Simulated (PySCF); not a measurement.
# SiI, PBE0: how much the basis matters

PySCF, UKS reference; doublet, unpaired electrons π ↑; De to Si + I without counterpoise correction.

```
                 basis                           relativity  functions  Re (Å)  ωe (cm⁻¹)  De (eV)  μ (D)
cc-pV(D+d)Z/cc-pVDZ-PP  scalar-relativistic core potentials         46   2.459        362     3.27  -0.66
            x2c-SVPall                        spin-free X2C         54   2.451        366     3.30  -0.52
cc-pV(T+d)Z/cc-pVTZ-PP  scalar-relativistic core potentials         78   2.448        364     3.33  -0.59
            def2-TZVPP  scalar-relativistic core potentials         92   2.443        363     3.33  -0.57
           def2-TZVPPD  scalar-relativistic core potentials        107   2.442        363     3.34  -0.56
```

How does each smaller set differ from the one with most functions, def2-TZVPPD?

cc-pV(D+d)Z/cc-pVDZ-PP: +1.7 pm, -0.3 % in ωe, -0.07 eV in De; x2c-SVPall: +0.9 pm, +0.8 % in ωe, -0.04 eV in De; cc-pV(T+d)Z/cc-pVTZ-PP: +0.6 pm, +0.3 % in ωe, -0.01 eV in De; def2-TZVPP: +0.1 pm, +0.0 % in ωe, -0.01 eV in De. All at PBE0; the set with most functions is neither the basis-set limit nor always the best. The rows treat relativity differently, so the differences are not basis effects alone.

A positive dipole means Si(−)I(+). These are scalar-relativistic numbers at best; spin–orbit coupling would shift them, the dissociation energy most. The state was picked by a PBE0 search and need not be the measured ground state.
